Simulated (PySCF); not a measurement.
PySCF input for C₃H₃FO₂, SMILES FC1=COCO1, SMD-B3LYP/6-31G*. The structure is a stationary point at B3LYP-D3(BJ)/def2-SVP. A frequency run showed that this geometry is not a minimum. Other conformers were not sampled.

```python
import numpy as np
from pyscf import gto, scf, dft
from pyscf.solvent import smd

mol = gto.M(
    atom='''
    F    -0.07811896   -2.03583561   -0.00000000
    C     0.06685711   -0.73365802    0.00000000
    C     1.15222274    0.03927853   -0.00000000
    O     0.75166228    1.37022071    0.00000000
    C    -0.66947900    1.35387663    0.00000000
    O    -1.08770496   -0.01511947    0.00000000
    H     2.21274715   -0.18549952   -0.00000000
    H    -1.05947011    1.85511367    0.90621801
    H    -1.05947011    1.85511367   -0.90621802
    ''',
    basis='6-31G*',
    charge=0,
    spin=0,
    max_memory=1600,
    verbose=3,
)
mf = dft.RKS(mol, xc='b3lyp').density_fit(auxbasis='def2-universal-jkfit')
mf.grids.level = 3
mf.conv_tol = 1e-9
mf.max_cycle = 100
mf.kernel()
res = {}
for name in ['water', '1-octanol', 'acetonitrile']:
    s = mf.SMD()
    s.with_solvent.solvent, s.with_solvent.sasa_ng = name, 302
    s.kernel(mf.make_rdm1())
    res[name] = (s.e_tot, s.with_solvent.get_cds(), s.dip_moment(), s.mo_energy, s.converged)
    print(f'SMD {name}: dG(solv) = {(s.e_tot - mf.e_tot) * 627.509474:.3f} kcal/mol, of which CDS {res[name][1] * 627.509474:.3f}')
```

It prints:

```
converged SCF energy = -366.330706329149
converged SCF energy = -366.331956433205
Dipole moment(X, Y, Z, Debye):  0.20874,  0.92107,  0.00000
SMD water: dG(solv) = -0.784 kcal/mol, of which CDS 4.424
converged SCF energy = -366.332164830793
Dipole moment(X, Y, Z, Debye):  0.20227,  0.90821,  0.00000
SMD 1-octanol: dG(solv) = -0.915 kcal/mol, of which CDS 3.340
converged SCF energy = -366.334194298579
Dipole moment(X, Y, Z, Debye):  0.22233,  0.96777,  0.00000
SMD acetonitrile: dG(solv) = -2.189 kcal/mol, of which CDS 1.208
```

Self-consistency was reached.

Cost: roughly 50 core-seconds.
